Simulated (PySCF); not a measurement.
PySCF job for WH3, SMILES [WH3] (connectivity only; charge and spin as stated), neutral, multiplicity 4, TDA-M06-2X/def2-TZVPD. Coordinates come from a PBE-D3(BJ)/def2-TZVPD optimisation. The spin state was assumed, not searched. The def2 effective core potentials stand for the cores of W; spin–orbit coupling is left out.

```python
import numpy as np
from pyscf import gto, scf, dft, tdscf

mol = gto.M(
    atom='''
    W     0.00000000   -0.00000000   -0.01920360
    H     1.42264512    0.82136454    0.47368885
    H    -1.42264512    0.82136454    0.47368885
    H    -0.00000000   -1.64272908    0.47368885
    ''',
    basis='def2-TZVPD',
    ecp={'W': 'def2-tzvp'},
    charge=0,
    spin=3,
    max_memory=1600,
    verbose=4,
)
mf = dft.UKS(mol, xc='m06-2x').density_fit(auxbasis='def2-universal-jkfit')
mf.grids.level = 4
mf.conv_tol = 1e-9
mf.max_cycle = 100
mf.kernel()
fine, coarse = mf.grids, dft.Grids(mol).set(level=1).build(with_non0tab=True)
for _ in range(3):  # follow internal instabilities
    mf.grids = coarse
    mo, _, stable, _ = mf.stability(return_status=True, nroots=4)
    mf.grids = fine
    if stable:
        break
    mf.kernel(mf.make_rdm1(mo, mf.mo_occ))
mf.grids = dft.Grids(mol).set(level=2).build(with_non0tab=True)  # coarser grid for the response kernel
td = tdscf.TDA(mf)
td.nstates = 10
td.conv_tol = 1e-4
td.positive_eig_threshold = 1e-6
td.kernel(x0=td.get_init_guess(mf, 15))
td.analyze(verbose=3)
```

Log of the run:

```
PySCF version 2.14.0

[INPUT] verbose = 4
[INPUT] num. atoms = 4
[INPUT] num. electrons = 17
[INPUT] charge = 0
[INPUT] spin (= nelec alpha-beta = 2S) = 3
[INPUT] symmetry False subgroup None
[INPUT] Mole.unit = angstrom
[INPUT] Symbol           X                Y                Z      unit          X                Y                Z       unit  Magmom
[INPUT]  1 W      0.000000000000   0.000000000000  -0.019203600000 AA    0.000000000000   0.000000000000  -0.036289544606 Bohr   0.0
[INPUT]  2 H      1.422645120000   0.821364540000   0.473688850000 AA    2.688409649249   1.552154029029   0.895142194760 Bohr   0.0
[INPUT]  3 H     -1.422645120000   0.821364540000   0.473688850000 AA   -2.688409649249   1.552154029029   0.895142194760 Bohr   0.0
[INPUT]  4 H      0.000000000000  -1.642729080000   0.473688850000 AA    0.000000000000  -3.104308058059   0.895142194760 Bohr   0.0

nuclear repulsion = 13.5167828014532
number of shells = 30
number of NR pGTOs = 102
number of NR cGTOs = 70
basis = def2-TZVPD
ecp = {'W': 'def2-tzvp'}


[settings echo left out]
init E= -49.1581298900394
  alpha nocc = 10  HOMO = -0.290113036101971  LUMO = -0.212772900771948
  beta  nocc = 7  HOMO = -0.498908029284427  LUMO = -0.308805964419167

WARN: HOMO -0.290113036101971 >= LUMO -0.308805964419167

cycle= 1 E= -68.600320026502  delta_E= -19.4  |g|= 0.271  |ddm|= 5.09
  alpha nocc = 10  HOMO = -0.293998702284982  LUMO = -0.0697076316737184
  beta  nocc = 7  HOMO = -0.350231924387442  LUMO = -0.138838144086971
  HOMO = -0.293998702285  LUMO = -0.138838144087  gap/eV = 4.22213
cycle= 2 E= -68.6279775139435  delta_E= -0.0277  |g|= 0.178  |ddm|= 0.674
  alpha nocc = 10  HOMO = -0.25734060993977  LUMO = -0.0324074452754234
  beta  nocc = 7  HOMO = -0.34700570423629  LUMO = -0.0998227129352616
  HOMO = -0.25734060994  LUMO = -0.0998227129353  gap/eV = 4.28628
cycle= 3 E= -68.6443760410424  delta_E= -0.0164  |g|= 0.0631  |ddm|= 0.22
  alpha nocc = 10  HOMO = -0.284817415294546  LUMO = -0.0244330700314119
  beta  nocc = 7  HOMO = -0.362429067440742  LUMO = -0.132924260404922
  HOMO = -0.284817415295  LUMO = -0.132924260405  gap/eV = 4.13322
cycle= 4 E= -68.6473121044086  delta_E= -0.00294  |g|= 0.0142  |ddm|= 0.15
  alpha nocc = 10  HOMO = -0.282077260082827  LUMO = -0.0268316824127233
  beta  nocc = 7  HOMO = -0.360490254612758  LUMO = -0.111055401488772
  HOMO = -0.282077260083  LUMO = -0.111055401489  gap/eV = 4.65374
cycle= 5 E= -68.6477296599263  delta_E= -0.000418  |g|= 0.0091  |ddm|= 0.048
  alpha nocc = 10  HOMO = -0.284626840631117  LUMO = -0.0283654974097995
  beta  nocc = 7  HOMO = -0.362191727524111  LUMO = -0.113359690966493
  HOMO = -0.284626840631  LUMO = -0.113359690966  gap/eV = 4.66042
cycle= 6 E= -68.6478954366585  delta_E= -0.000166  |g|= 0.00307  |ddm|= 0.0365
  alpha nocc = 10  HOMO = -0.284671025428318  LUMO = -0.0255830950484799
  beta  nocc = 7  HOMO = -0.362658957256183  LUMO = -0.119623295508391
  HOMO = -0.284671025428  LUMO = -0.119623295508  gap/eV = 4.49118
cycle= 7 E= -68.6479326669086  delta_E= -3.72e-05  |g|= 0.0015  |ddm|= 0.019
  alpha nocc = 10  HOMO = -0.284760542475432  LUMO = -0.0260072875327437
  beta  nocc = 7  HOMO = -0.363006065081134  LUMO = -0.116264898001983
  HOMO = -0.284760542475  LUMO = -0.116264898002  gap/eV = 4.58500
cycle= 8 E= -68.6479415169986  delta_E= -8.85e-06  |g|= 0.000649  |ddm|= 0.00805
  alpha nocc = 10  HOMO = -0.284650612270385  LUMO = -0.0263472989943438
  beta  nocc = 7  HOMO = -0.363028898893985  LUMO = -0.118128595305029
  HOMO = -0.28465061227  LUMO = -0.118128595305  gap/eV = 4.53129
cycle= 9 E= -68.6479428775578  delta_E= -1.36e-06  |g|= 0.000223  |ddm|= 0.00302
  alpha nocc = 10  HOMO = -0.284599120575045  LUMO = -0.0262165469626807
  beta  nocc = 7  HOMO = -0.363040420819685  LUMO = -0.117797366720021
  HOMO = -0.284599120575  LUMO = -0.11779736672  gap/eV = 4.53891
cycle= 10 E= -68.6479431493848  delta_E= -2.72e-07  |g|= 8.57e-05  |ddm|= 0.00129
  alpha nocc = 10  HOMO = -0.284596276108852  LUMO = -0.0262443315345204
  beta  nocc = 7  HOMO = -0.363043646617622  LUMO = -0.117808140332818
  HOMO = -0.284596276109  LUMO = -0.117808140333  gap/eV = 4.53854
cycle= 11 E= -68.6479432070029  delta_E= -5.76e-08  |g|= 3.85e-05  |ddm|= 0.000633
  alpha nocc = 10  HOMO = -0.284587287740712  LUMO = -0.0262268135559443
  beta  nocc = 7  HOMO = -0.363037397463854  LUMO = -0.117809740260097
  HOMO = -0.284587287741  LUMO = -0.11780974026  gap/eV = 4.53825
cycle= 12 E= -68.6479432196048  delta_E= -1.26e-08  |g|= 1.54e-05  |ddm|= 0.000347
  alpha nocc = 10  HOMO = -0.284591318941112  LUMO = -0.0262314560314514
  beta  nocc = 7  HOMO = -0.36303953734288  LUMO = -0.117808443516375
  HOMO = -0.284591318941  LUMO = -0.117808443516  gap/eV = 4.53839
cycle= 13 E= -68.6479432207352  delta_E= -1.13e-09  |g|= 7.45e-06  |ddm|= 9.26e-05
  alpha nocc = 10  HOMO = -0.284589660117904  LUMO = -0.026232448821363
  beta  nocc = 7  HOMO = -0.363040245072536  LUMO = -0.117814915467883
  HOMO = -0.284589660118  LUMO = -0.117814915468  gap/eV = 4.53817
cycle= 14 E= -68.6479432209337  delta_E= -1.99e-10  |g|= 2.82e-06  |ddm|= 4.73e-05
  alpha nocc = 10  HOMO = -0.28459072153971  LUMO = -0.0262331991849396
  beta  nocc = 7  HOMO = -0.363040686267798  LUMO = -0.117810523683047
  HOMO = -0.28459072154  LUMO = -0.117810523683  gap/eV = 4.53832
Extra cycle  E= -68.6479432209482  delta_E= -1.45e-11  |g|= 2.25e-06  |ddm|= 9.68e-06
converged SCF energy = -68.6479432209482  <S^2> = 3.7819665  2S+1 = 4.0159515
tot grids = 16352
uhf_internal: lowest eigs of H = [0.13985566 0.14237955 0.14315589 0.14723054]
<class 'pyscf.df.df_jk.DFUKS'> wavefunction is stable in the internal stability analysis
tot grids = 31712
Overwritten attributes  positive_eig_threshold  of <class 'pyscf.tdscf.uks.TDA'>


******** <class 'pyscf.tdscf.uks.TDA'> for <class 'pyscf.df.df_jk.DFUKS'> ********
nstates = 10
deg_eia_thresh = 1.000e-03
wfnsym = None
conv_tol = 0.0001
eigh lindep = 1e-12
eigh level_shift = 0
eigh max_cycle = 100


Excitation energies (eV)
[1.76411117 1.8134113  1.81670553 1.91139632 2.08547033 2.08609131
 3.319953   3.32185904 3.45910194 3.46211521]

** Excitation energies and oscillator strengths **
Excited State   1:      1.76411 eV    702.81 nm  f=0.0000
Excited State   2:      1.81341 eV    683.71 nm  f=0.0020
Excited State   3:      1.81671 eV    682.47 nm  f=0.0020
Excited State   4:      1.91140 eV    648.66 nm  f=0.0089
Excited State   5:      2.08547 eV    594.51 nm  f=0.0028
Excited State   6:      2.08609 eV    594.34 nm  f=0.0028
Excited State   7:      3.31995 eV    373.45 nm  f=0.0145
Excited State   8:      3.32186 eV    373.24 nm  f=0.0145
Excited State   9:      3.45910 eV    358.43 nm  f=0.0015
Excited State  10:      3.46212 eV    358.12 nm  f=0.0014
```

The run converged.
